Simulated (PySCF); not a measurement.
C₂H₄BFO₂. Atoms are numbered in the order given.

```xyz
10

F     -1.6289     1.1342    -0.7698
B     -0.6272     0.4166    -0.3002
C     -0.5988    -1.0840     0.1864
O      0.6835    -1.1357     0.8010
C      1.4685    -0.1192     0.2679
O      0.6189     0.9222    -0.1782
H     -0.6849    -1.8066    -0.6517
H     -1.3675    -1.3530     0.9269
H      2.1463     0.2621     1.0476
H      2.0645    -0.4669    -0.6011
```

Coordinates come from a PBE0-D3(BJ)/def2-SVP optimisation. The structure was generated by enumeration, and PubChem lists no compound with its InChIKey, so it may never have been made. One conformer was computed; it need not be the lowest.

Method: PySCF with PBE/pcSseg-1.

GIAO shieldings, no solvent; atoms listed in one row are averaged. δ = σ(ref) − σ: ¹⁹F against CFCl3 (σ = 133.6 ppm); ¹¹B against BF3 (σ = 83.9 ppm); ¹³C against TMS (σ = 182.0 ppm); ¹⁷O against H2O (σ = 334.3 ppm); ¹H against TMS (σ = 31.49 ppm), references at their B3LYP-D3(BJ)/def2-TZVP geometries, non-relativistic.

```csv
nucleus,atoms,count,δ (ppm)
¹⁹F,F1,1,-140.1
¹¹B,B2,1,22.1
¹³C,C5,1,105.7
¹³C,C3,1,57.8
¹⁷O,O6,1,213.0
¹⁷O,O4,1,67.6
¹H,"H9, H10",2,5.83
¹H,H8,1,3.90
¹H,H7,1,3.74
```
